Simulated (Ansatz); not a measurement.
`[OH][Sc]([F])[Cl]` + H–F → `[F][Sc]([F])[Cl]` + H₂O  (ligand exchange at the Sc–O bond)

Computed with Ansatz on PBE0-D4/def2-TZVP structures; ΔE is electronic, products minus reactants. CCSD(T)/CBS adds triple-zeta CCSD(T) − MP2 to the extrapolated MP2 energy (def2 sets, frozen cores). This one scheme is used for every species. Functionals use def2-TZVPP. HSE06 is defined as in plane-wave codes. For Sc outer-core shells are correlated without core-valence functions, which leaves a few kJ/mol of doubt a bond. Scalar relativity is left out up to krypton. One conformer a species, not always the lowest.

```csv
level,ΔE (kJ/mol)
LDA (SPW92),-46.0
B97M-V,-54.7
r2SCANh-D4,-51.4
r2SCAN0-D4,-49.3
B2PLYP,-48.3
HSE06,-50.2
CAM-B3LYP,-50.3
MP2/def2-TZVPP,-41.0
```

(1) What does CCSD(T)/CBS give? (Best estimate.)

Largest T1 diagnostic among the species: 0.016.

## Answers

(1) Computed: -41.6 kJ/mol. The listed levels differ from it by -4.4, -13.1, -9.8, -7.7, -6.7, -8.6, -8.7, 0.6 kJ/mol.

Leaving LDA and LC-ωPBE aside and taking each functional with its dispersion term where it has one, the values, not all of them listed here, spread over 8.6 kJ/mol, from B97M-V to PBE-QIDH. LDA lies +7.7 kJ/mol from PBE without D4. From BLYP to BHLYP (50 % exact exchange), in def2-TZVPP and without D4, ΔE moves by +5.7 kJ/mol.
